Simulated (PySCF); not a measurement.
# How the functional moves excitation energies

CH7B2O2P.
Bonds: B1–O2, O2–B3, B3–P4, B3–O5, O5–C6. Hydrogens: H7, H8 on B1; H9, H10 on P4; H11, H12, H13 on C6.

Linear-response calculations in the def2-SVPD basis (PySCF; singlets by full response, triplets Tamm–Dancoff, core orbitals frozen in the response; HF means time-dependent Hartree–Fock). 'Strongest' is the level of largest summed f among the singlets computed (10 roots, of which the last may lack a degenerate partner); it can jump between rows when another state enters that window. S1 is the lowest singlet of each run and needn't be the same state throughout; f(S1) is that of one state. Isolated species at its PBE0-D3(BJ)/def2-SVP geometry (one conformer only).

| functional | kind | S1 (eV) | f(S1) | strongest (eV) | T1 (eV) | HOMO (eV) | gap (eV) | ionisation energy, ΔSCF (eV) |
| --- | --- | --- | --- | --- | --- | --- | --- | --- |
| LDA | LDA | 3.94 | 0.012 | 6.09 | 3.76 | -6.27 | 3.84 | 9.14 |
| PBE | GGA | 4.11 | 0.012 | 6.15 | 3.90 | -6.17 | 4.02 | 9.02 |
| B3LYP | global hybrid, 20% exact exchange | 4.87 | 0.016 | 6.70 | 4.56 | -7.09 | 5.73 | 9.36 |
| PBE0 | global hybrid, 25% exact exchange | 5.07 | 0.018 | 6.82 | 4.66 | -7.31 | 6.18 | 9.36 |
| BHandHLYP | global hybrid, 50% exact exchange | 5.82 | 0.017 | 7.30 | 5.23 | -8.33 | 8.24 | 9.45 |
| CAM-B3LYP | range-separated hybrid | 5.49 | 0.013 | 7.71 | 4.99 | -8.60 | 8.56 | 9.53 |
| LC-wPBE | range-separated hybrid | 5.75 | 0.006 | 8.02 | 5.12 | -9.95 | 11.12 | 9.58 |
| HF | Hartree–Fock | 6.79 | 0.009 | 7.72 | 5.55 | -9.92 | 11.78 | not settled |

What does wB97X-D (range-separated hybrid) give?

S1 (eV) 5.64, f(S1) 0.015, strongest (eV) 8.07, T1 (eV) 5.17, HOMO (eV) -9.15, gap (eV) 9.95, ionisation energy, ΔSCF (eV) 9.52. S1 runs from 3.94 eV (LDA) to 6.79 eV (HF), a spread of 2.85 eV, while the orbital gap spreads over 7.9 eV. Along PBE (0%), B3LYP (20%), PBE0 (25%), BHandHLYP (50%), HF (100%) S1 rises with the share of exact exchange. −ε(HOMO) comes closest to its own ΔSCF ionisation energy with LC-wPBE (+0.37 eV) and misses most with LDA (-2.88 eV). 'Not settled' means that the ion's SCF failed to converge or may have ended in another state than the lowest.
